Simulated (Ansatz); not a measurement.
Basis-set extrapolation for CH3BFN, SMILES `C=NBF` (PBE0-D4/def2-TZVP geometry, frozen core, the Gaussian-basis code of Ansatz). Multiplicity 1, RHF reference.

|  | def2-TZVPP | def2-QZVPP |
| --- | --- | --- |
| HF | -218.336822 | -218.346828 |
| MP2 correlation | -0.702187 | -0.757200 |
| CCSD(T) correlation | -0.750717 | not run |

Energies in hartree. Use E(X) = E(∞) + A·exp(−7.88·√X) for Hartree–Fock and E(X) = E(∞) + B·X^(−2.97) for correlation, with X = 3 and 4, and add CCSD(T) minus MP2 of the smaller set to the MP2 limit.

Problem. What is the CCSD(T) energy at the basis-set limit?

Solution. HF limit: -218.346828 + (-0.010006) × 0.13774 = -218.34821. MP2 limit: -0.757200 + (-0.055013) × 0.74074 = -0.79795. Higher-order term: -0.750717 − (-0.702187) = -0.04853. Total: -219.19469 hartree, 281.3 kJ/mol below CCSD(T)/def2-TZVPP.
